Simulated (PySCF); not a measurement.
## Steps of a relaxation of EuF3(H2O)

EuF3(H2O) (singlet in the valence; each metal's 4f electrons, 6 of them, lie in its core potential, out of spins and levels). PySCF 2.14.0, RKS PBE0, Eu lcecp-1-SVP with ECP52, F def2-SVP, O def2-SVP, H def2-SVP; non-relativistic Hamiltonian with scalar-relativistic core potentials where named; density fitting; no spin-orbit coupling. Origin of the start: template. Columns: position (Å) and force (eV/Å). Energies are counted from the last step; some of the 10 steps are shown. Forces carry noise of the integration grid, about 0.01 to 0.03 eV/Å.

Run from Python with OMP_NUM_THREADS=2. Where DIIS fails, smearing, a level shift and second-order steps follow.
It took 31 s on 2 threads of Arm Neoverse V2, with other jobs on the host, from the converged density of the start.

```xyz
7
step 0  E = 0.236 eV
Eu    0.0144   -0.0144    0.0144     1.09   -1.09    1.09
F     1.2383    1.2095    1.2383    -0.87   -0.58   -0.83
F    -1.2095   -1.2383    1.2383     0.62    0.85   -0.85
F     1.2383   -1.2383   -1.2095    -0.87    0.83    0.58
O    -1.4203    1.4203   -1.4203    -0.17    0.19   -0.19
H    -1.7610    2.3054   -1.2165     0.10   -0.17    0.03
H    -1.7610    1.2165   -2.3054     0.10   -0.03    0.17
```

```xyz
7
step 3  E = 0.022 eV
Eu    0.0642   -0.0597    0.0597     0.03   -0.01    0.01
F     1.1586    1.2606    1.1784     0.05    0.19    0.07
F    -1.2424   -1.1721    1.1721    -0.18   -0.07    0.07
F     1.1586   -1.1784   -1.2606     0.05   -0.07   -0.19
O    -1.3708    1.3839   -1.3839     0.04   -0.04    0.04
H    -1.7146    2.2595   -1.1671     0.00    0.01    0.00
H    -1.7146    1.1671   -2.2595     0.00    0.00   -0.01
```

```xyz
7
step 6  E = 0.000 eV
Eu    0.0924   -0.0888    0.0888    -0.04    0.03   -0.03
F     1.1119    1.3531    1.1474     0.01    0.03    0.02
F    -1.3155   -1.1481    1.1481    -0.02   -0.02    0.02
F     1.1119   -1.1474   -1.3531     0.01   -0.02   -0.03
O    -1.3246    1.3451   -1.3451     0.01    0.00    0.00
H    -1.6686    2.2204   -1.1267     0.01   -0.01    0.01
H    -1.6686    1.1267   -2.2204     0.01   -0.01    0.01
```

Task: Where does the relaxation end?

Result: It converges at step 9 in Cs:
```xyz
7
step 9  E = 0
Eu    0.0870   -0.0907    0.0907
F     1.1005    1.3664    1.1392
F    -1.3184   -1.1532    1.1532
F     1.1005   -1.1392   -1.3664
O    -1.3206    1.3380   -1.3380
H    -1.6550    2.2175   -1.1221
H    -1.6550    1.1221   -2.2175
```

Task: How did the contacts change?

Result: 
```csv
contact,start (Å),end (Å)
Eu1–F2 (F),2.120,2.061
Eu1–F3 (F),2.120,2.057
Eu1–F4 (F),2.120,2.061
Eu1–O5 (H2O),2.485,2.463
```


An lcecp potential fixes the number of 4f electrons, so in runs with it no electron can move into or out of that shell.
